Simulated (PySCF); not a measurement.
Al(Me)2(NCO) (C₃H₆AlNO), SMILES O=C=[N][Al]([CH3])[CH3].

The structure is a stationary point at r2SCAN-D4/def2-SVP. The geometry has at least one imaginary mode, so it is a saddle point at that level. The structure was generated by enumeration; whether it is a known compound was not checked. One conformer was computed; it need not be the lowest.

Computed with PBE/def2-TZVP run with PySCF.

The molecule is in vacuum.

The total energy comes out as -490.08738 hartree and the highest occupied level is -6.54 eV. The lowest empty level comes out as -1.63 eV. The orbital gap is 4.91 eV, the dipole moment is 2.92 D and the quadrupole, principal values (traceless, Buckingham form, about the centre of nuclear charge) comes out as -9.97, 1.94, 8.03 D·Å. The mean static polarisability is 72.3 bohr³ (10.72 Å³) and the polarisability, principal values is 51.9, 69.5, 95.6 bohr³.
